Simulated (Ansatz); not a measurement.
| atom | x (Å) | y (Å) | z (Å) |
| --- | --- | --- | --- |
| C | 0.0000 | 0.0000 | 0.5640 |
| O | 0.0000 | 0.0000 | -0.5640 |

Basis set: cc-pVDZ (spherical functions). Frozen core: 2 orbitals. Charge 0, multiplicity 1.

Computed with Ansatz (development build ahead of 0.2.0); each method stands on the lowest determinant of its kind that the runs found. Restricted open shells among the atoms or ions are ROHF, correlated in semicanonical orbitals with singles.

The atomization energy at this shape (free ground-state atoms in the same class of orbitals less the molecule, no zero-point energy) of singlet CO:

```tsv
method	atomization energy
RHF-CCSD(T)	10.45 eV
```

Task: What does RHF-CCSD give?

Result: 10.21 eV.
